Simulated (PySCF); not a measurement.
B⁺: ionisation energy

B⁺ [He] 2s2 (1S) → B²⁺ [He] 2s1 (2S), as a difference of total energies. Calculation: PySCF 2.14, in aug-cc-pVQZ with one added diffuse shell each of s, p, d, f, g type (7s6p5d4f3g, 105 functions); the non-relativistic Hamiltonian (point nucleus). Correlated levels: valence: 1s2 frozen. The calculations carry no spin-orbit coupling.

```
           method  ionisation energy (eV)  error (eV)
              UHF                  23.443      -1.712
              LDA                  24.551      -0.604
              PBE                  24.603      -0.552
             PBE0                  24.560      -0.595
           r2SCAN                  24.264      -0.891
             BP86                  24.699      -0.456
          LC-wPBE                  24.679      -0.476
            HSE06                  24.556      -0.599
            B97-3                  24.669      -0.486
    MP2 (valence)                  24.480      -0.675
SCS-MP2 (valence)                  24.687      -0.468
```

Reference: 25.155 eV (measured; NIST Atomic Spectra Database, ionization energies).

Errors of the correlated levels include the incompleteness of this basis and the frozen core.

MP2 underrates the near-degeneracy of ns² with np² in the lower species.
